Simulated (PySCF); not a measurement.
# Structure from NMR data

An unknown has the formula C₆H₆O₄. Its calculated NMR data are:

¹H NMR (400 MHz, computed): δ 7.08 (d, 1H), 6.86 (m, 1H), 5.64 (m, 1H), 2.28 (s, 3H).

¹³C{¹H} NMR (computed): δ 177.5, 175.4, 154.5, 115.5, 68.7, 22.6.

No solvent, equivalent nuclei averaged, one conformer, no relativistic terms. PBE0/pcSseg-1 with gauge-including orbitals; coordinates at the GFN2-xTB level; PySCF 2.14.

Shifts are taken against calculated references (same method and geometry level): TMS for ¹H, ¹³C.

Problem. Which of these isomers gave the spectra?
A. COC(=O)c1ccc(O)o1
B. C=C[C@H]1COC(=O)C(=O)O1
C. CC(=O)O[C@H]1C=C1C(=O)O
D. CC(=O)O[C@H]1C=COC1=O

Solution. D. 

1. Rings plus π bonds: 4 (1 ring in the answer).
2. 6 carbon signals for 6 carbons: no two carbons are equivalent.
3. Carbon types of the structure: 2 × C, 3 × CH, 1 × CH3, which accounts for all hydrogens.
4. δC 177.5, 175.4: ester carbonyl carbon; it is a carbonyl in resonance with an O or N lone pair, the region of acids, esters and amides.
5. δC 154.5: alkene carbon bearing oxygen; an sp2 carbon further deshielded by the attached heteroatom.
6. δC 115.5: β carbon of an enol-ether or enamine type C=C.
7. δC 68.7: sp3 CH bonded to O, α to a carbonyl; pulled downfield by the heteroatom.
8. δC 22.6: methyl carbon α to a carbonyl; α to the electron-withdrawing carbonyl group.

The others: C=C[C@H]1COC(=O)C(=O)O1 would give 6 signals for carbon-bound and other non-exchanging H, not 4; COC(=O)c1ccc(O)o1 would give 3 signals for carbon-bound and other non-exchanging H, not 4; CC(=O)O[C@H]1C=C1C(=O)O would give 3 signals for carbon-bound and other non-exchanging H, not 4.

Shifts are as computed. Against solution values, carbons near 30 ppm lie about +3 ppm off and those near 130 ppm about +5 ppm (rms about the fit 2.1 ppm; single classes can miss by 10 ppm). Of 1328 compounds with measured shifts, 309 miss one by over three times the rms of a fit or turn the order of signals round; such compounds aren't used in these exercises. Signals without a measured value on file couldn't be tested in this way; 1H shifts scatter by 0.2 ppm about their fit, and single ones miss by 0.5 ppm. Multiplicities follow the n + 1 count of equivalent neighbours, as no J values were calculated; m marks all less simple cases, F and P coupling included.
